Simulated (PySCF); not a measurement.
Order these species by their calculated properties.

Each SMILES stands for a single optimised conformer of the isolated species, non-relativistic unless stated; the electronic structure was computed with PySCF and density fitting.

Dipoles, sizes and rotational constants follow the conformer. The torsions of the flexible species, by atom-mapped SMILES:
- `[CH2:1]=[CH:2][SiH2:3][N:4]([SiH3:5])[Si@@H:6]([CH3:7])[O:8][CH3:9]`: C1–C2–Si3–N4 -168°, C2–Si3–N4–Si5 -111°, Si3–N4–Si6–C7 -125°, N4–Si6–O8–C9 -178°
- `[CH3:1][NH:2][SiH2:3][Si@@H:4]([O:5][SiH3:6])[CH:7]1[CH2:8][CH2:9]1`: C1–N2–Si3–Si4 177°, N2–Si3–Si4–O5 180°, Si3–Si4–O5–Si6 5°, Si3–Si4–C7–C8 72°
- `[CH3:1][O:2][SiH2:3][CH2:4]/[CH:5]=[CH:6]\[CH:7]=[CH:8]\[F:9]`: C1–O2–Si3–C4 178°, O2–Si3–C4–C5 179°, Si3–C4–C5–C6 -90°, C5–C6–C7–C8 -178°
- `[CH3:1][C@@H:2]1[CH2:3][CH2:4][C@@:5]1([SiH3:6])[C:7](=[O:8])[F:9]`: C4–C5–C7–O8 -28°
- `[O:1]=[CH:2][CH2:3][CH2:4][C:5]([SiH3:6])([SiH3:7])[NH:8][SiH3:9]`: O1–C2–C3–C4 6°, C2–C3–C4–C5 -160°, C3–C4–C5–Si6 -54°, C4–C5–N8–Si9 41°
- `[CH3:1]/[C:2](=[CH:3]\[N:4]([SiH3:5])[SiH3:6])[CH2:7][O:8][SiH3:9]`: C2–C3–N4–Si5 -48°, C1–C2–C7–O8 -175°, C2–C7–O8–Si9 -133°
- `[O:1]=[CH:2][O:3][C:4]1([C:5](=[O:6])[O-:7])[CH2:8][CH2:9]1`: O1–C2–O3–C4 -82°, C2–O3–C4–C5 -33°, O3–C4–C5–O6 -167°

The conformers of `CN[Si@@H]1C[SiH2]C[Si@@H](O)C1`, `CC[C@@H]1C[SiH2]N[Si@H]1O[SiH3]`, `CC[C@@H]1C[SiH2]N[Si@@H]1O[SiH3]` and `N[SiH2][SiH2]O[C@H]1CCC[SiH2]1` aren't listed.

Task: Rank by dipole moment, highest first (PBE0/pcSseg-1 at GFN2-xTB geometries).
A. `C[C@@H]1CC[C@@]1([SiH3])C(=O)F`
B. `CO[SiH2]C/C=C\C=C\F`
C. `[SiH3]N([Si@@H](C)OC)[SiH2]C=C`
D. `[SiH3]C(N[SiH3])([SiH3])CCC=O`
E. `O([Si@H]([SiH2]NC)C1CC1)[SiH3]`

Result: A (3.50 D), D (2.53 D), C (2.09 D), B (1.87 D), E (1.18 D).

Task: Rank by HOMO–LUMO gap, lowest first (PBE0/pcSseg-1 at GFN2-xTB geometries).
A. `N[SiH2][SiH2]O[C@H]1CCC[SiH2]1`
B. `CC[C@@H]1C[SiH2]N[Si@@H]1O[SiH3]`
C. `C/C(=C\N([SiH3])[SiH3])CO[SiH3]`
D. `[SiH2]1N[Si@@H](O[SiH3])[C@@H](C1)CC`
E. `CN[Si@@H]1C[SiH2]C[Si@@H](O)C1`
F. `C[C@@H]1CC[C@@]1([SiH3])C(=O)F`

Result: C (6.37 eV), A (6.65 eV), E (7.17 eV), D (7.56 eV), B (7.70 eV), F (7.93 eV).

Task: Rank by HOMO energy, lowest first (PBE0/pcSseg-1 at GFN2-xTB geometries).
A. `C1[C@@H](C)[C@@]([SiH3])(C1)C(=O)F`
B. `O[Si@H]1C[Si@H](NC)C[SiH2]C1`
C. `CC[C@@H]1C[SiH2]N[Si@@H]1O[SiH3]`
D. `C1CC[SiH2][C@H]1O[SiH2][SiH2]N`
E. `CN[SiH2][Si@@H](O[SiH3])C1CC1`
F. `C(/C=C\C[SiH2]OC)=C\F`

Result: A (-8.45 eV), C (-7.40 eV), D (-7.04 eV), E (-6.72 eV), B (-6.47 eV), F (-6.29 eV).

Task: Rank by smallest rotational constant, highest first (GFN2-xTB).
A. `C=C[SiH2]N([SiH3])[Si@@H](C)OC`
B. `C[C@@H]1CC[C@@]1([SiH3])C(=O)F`
C. `O=COC1(C(=O)[O-])CC1`
D. `CO[SiH2]C/C=C\C=C\F`

Result: C (1.263 GHz), B (1.121 GHz), A (0.555 GHz), D (0.433 GHz).
